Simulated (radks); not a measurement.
These are the eigenvalues of the occupied orbitals of an atom or ion with whole-number occupations (eV). Calculated with a radial shooting solver on a logarithmic mesh with Libxc functionals: scalar-relativistic Kohn-Sham, LDA (Slater exchange, Perdew-Wang correlation), spin-unpolarised, spherical densities, finite nucleus; Fermi nuclear charge, rms radius of each element as measured or else 0.836 A^(1/3) + 0.57 fm.

1s: -23035.60
2s: -3364.304
2p: -3020.135
3s: -623.3376
3p: -510.1844
3d: -328.6673
4s: -109.3843
4p: -77.0077
4d: -30.7500
5p: -16.0259

Which element is it, and in what charge state? The configuration may be excited.

Answer. Z = 45, rhodium, charge +2: Rh2+ in [Kr] 4d6 5p1. The list shows which subshells hold electrons but not how many an open one holds; the 1s level, -846.54 hartree, gives Z - s = 41.1 by -(Z - s)^2/2, which with screening and relativity narrows Z to a few neighbours, and the depths of the outer levels then fix element, charge and occupations together.
